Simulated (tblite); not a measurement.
Compound: C₆H₇N₂ (doublet state).
Cartesian coordinates in Å at the GFN2-xTB level; atoms count from 1:
```
atom  x, y, z in Å
C1    -1.107   -0.519    1.483
C2    -0.886   -0.274    0.146
C3    -1.810    0.261   -0.675
N4    -2.471    1.016   -1.359
C5     0.441   -0.630   -0.495
C6     1.396    0.573   -0.413
C7     2.671    0.252   -0.999
N8     3.676   -0.027   -1.468
H9    -0.352   -0.991    2.081
H10   -2.033   -0.252    1.955
H11   -3.223    0.704   -1.966
H12    0.877   -1.480    0.033
H13    0.300   -0.909   -1.541
H14    0.968    1.428   -0.944
H15    1.550    0.857    0.632
```

Calculated harmonic vibrations of the isolated species, GFN2-xTB (tblite), most abundant isotopes, no scaling. Errors from tens to a few hundred cm⁻¹ against measured bands are possible. One conformer, not necessarily the lowest. Open shells enter through the occupations alone, without spin polarisation, and single modes of such species can be off by tens of per cent.

Harmonic wavenumbers (cm⁻¹): 31.0, 54.7, 125.3, 141.9, 200.4, 246.3, 352.8, 393.4, 478.5, 509.0, 521.0, 555.4, 645.6, 672.8, 784.2, 855.7, 951.3, 987.8, 991.0, 1012.9, 1053.1, 1103.2, 1228.7, 1239.7, 1282.7, 1321.1, 1370.8, 1428.9, 1465.3, 1475.7, 2107.1, 2412.4, 2957.6, 2969.6, 2982.9, 2994.0, 3135.1, 3171.4, 3268.7.

A = 4182, B = 1027, C = 873.9 MHz; mass 107.061 u (most abundant isotopes); point group C1, symmetry number 1; spin multiplicity 2.

**Question.** What is the zero-point energy?

**Answer.** ½Σν̃ = 24739 cm⁻¹ = 70.73 kcal/mol.

**Question.** Give the ideal-gas entropy at 500 K and 1 bar in the rigid-rotor, harmonic-oscillator model (classical rotation).

**Answer.** Translation 42.52, rotation 30.38, vibration 43.21, spin (R ln 2) 1.38: S = 117.5 cal/(mol K).

**Question.** And Cp and H(500 K) − H(0)?

**Answer.** Cp = 47.15 cal/(mol K), of which vibrations give 39.21 (their classical limit is 39 R = 77.5); H(500 K) − H(0) = 14.56 kcal/mol without the zero-point energy, 10.59 from vibrations.

**Question.** What must be added to the electronic energy to get the Gibbs energy at 500 K and 1 bar?

**Answer.** ZPE + [H(500 K) − H(0)] − T·S = 70.73 + 14.56 − 58.74 = 26.55 kcal/mol.

**Question.** Which modes carry the vibrational entropy at 500 K?

**Answer.** 31.0 cm⁻¹: 6.79; 54.7 cm⁻¹: 5.66; 125.3 cm⁻¹: 4.03; 141.9 cm⁻¹: 3.78; 200.4 cm⁻¹: 3.11; 246.3 cm⁻¹: 2.71 cal/(mol K); the other 33 give 17.13 together.

**Question.** How do the functions run with temperature in this model?

**Answer.** 
| T (K) | S (cal/(mol K)) | Cp (cal/(mol K)) | H − H(0) (kcal/mol) | G − H(0) (kcal/mol) | ln q(vib) |
| --- | --- | --- | --- | --- | --- |
| 50 | 60.0 | 13.1 | 0.52 | -2.48 | 0.81 |
| 100 | 70.4 | 17.4 | 1.28 | -5.76 | 2.05 |
| 298.15 | 96.7 | 33.6 | 6.34 | -22.50 | 6.66 |
| 373.15 | 104.9 | 39.2 | 9.07 | -30.06 | 8.33 |
| 750 | 138.8 | 58.1 | 27.83 | -76.31 | 16.20 |
| 1000 | 156.6 | 65.4 | 43.33 | -113.30 | 20.87 |

q(vib) and H(0) count from the zero-point level.

Hindered rotation and anharmonicity are outside this model. Other conformers, if any are populated, would add a mixing term that is left out. The structure is chiral; the term R ln 2 for an equal mix with its mirror image is left out.
